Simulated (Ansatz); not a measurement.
Consider the cleavage of the Si–Si bond: `C[SiH2][SiH](O)F` + `N[SiH3]` → `O[SiH](F)N[SiH3]` + `C[SiH3]`.

Isolated molecules relaxed with PBE0-D4/def2-TZVP in Ansatz; ΔE leaves out vibrations. CCSD(T)/CBS adds triple-zeta CCSD(T) − MP2 to the extrapolated MP2 energy (def2 sets, frozen cores). This one scheme is used for every species. Functionals use def2-TZVPP. Each species was taken in one conformer, which may not be the lowest.

CCSD(T)/CBS gives -99.3 kJ/mol.

(1) Another level gave -102.7 kJ/mol. Which?
A. HF/def2-TZVPP
B. MP2/def2-TZVPP
C. CCSD/def2-TZVPP
D. PBE0-D4/def2-TZVPP

Largest T1 diagnostic among the species: 0.012.

## Answers

(1) C. CCSD/def2-TZVPP -102.7, PBE0-D4 -84.9, MP2/def2-TZVPP -106.7, HF/def2-TZVPP -113.5 kJ/mol.

From PBE to PBE0 (25 % exact exchange), in def2-TZVPP and without D4, ΔE moves by −8.6 kJ/mol. In def2-TZVPP, CCSD(T) changes the Hartree–Fock value by +12.4 kJ/mol (the triples alone add +1.6 kJ/mol) and MP2 by +6.8 kJ/mol.
